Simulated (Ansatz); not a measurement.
`[OH][Sn]([Cl])([Cl])[Br]` + H–F → `[F][Sn]([Cl])([Cl])[Br]` + H₂O  (ligand exchange at the Sn–O bond)

Computed with Ansatz on PBE0-D4/def2-TZVP structures; ΔE is electronic, products minus reactants. CCSD(T)/CBS adds triple-zeta CCSD(T) − MP2 to the extrapolated MP2 energy (def2 sets, frozen cores). This one scheme is used for every species. DFT in def2-TZVPP. HSE06 is defined as in plane-wave codes. Elements past krypton have def2 core potentials. For Br, Sn outer-core shells are correlated without core-valence functions, which leaves a few kJ/mol of doubt a bond. Scalar relativity is left out up to krypton. Each species was taken in one conformer, which may not be the lowest.

Problem. Is it downhill or uphill in electronic energy at CCSD(T)/CBS, and by how much? (Estimate.)

Solution. Computed: Downhill: ΔE = -5.3 kcal/mol.

Problem. What do these levels give: revPBE-D4, BLYP-D4, PBE0-D4, r2SCAN0-D4, r2SCAN, HSE06, CAM-B3LYP, CCSD/def2-SVP, CCSD(T)/def2-SVP, MP2/def2-TZVPP, SCS-MP2/def2-TZVPP, MP2/def2-QZVPP? (Estimate.)

Solution. The calculation gave: revPBE-D4 -5.9, BLYP-D4 -6.7, PBE0-D4 -5.7, r2SCAN0-D4 -6.1, r2SCAN -6.7, HSE06 -6.1, CAM-B3LYP -7.3, CCSD/def2-SVP -6.9, CCSD(T)/def2-SVP -6.6, MP2/def2-TZVPP -3.7, SCS-MP2/def2-TZVPP -4.6, MP2/def2-QZVPP -4.3 kcal/mol.

Largest T1 diagnostic among the species: 0.011.

At CCSD(T), def2-SVP lies −1.4 kcal/mol from the extrapolated value and def2-TZVPP +0.7 kcal/mol. In def2-TZVPP, CCSD(T) changes the Hartree–Fock value by +2.8 kcal/mol (the triples alone add +0.4 kcal/mol) and MP2 by +3.7 kcal/mol. Leaving LDA and LC-ωPBE aside and taking each functional with its dispersion term where it has one, the values, not all of them listed here, spread over 2.6 kcal/mol, from B97M-V to PBE-QIDH. LDA lies +1.4 kcal/mol from PBE without D4.
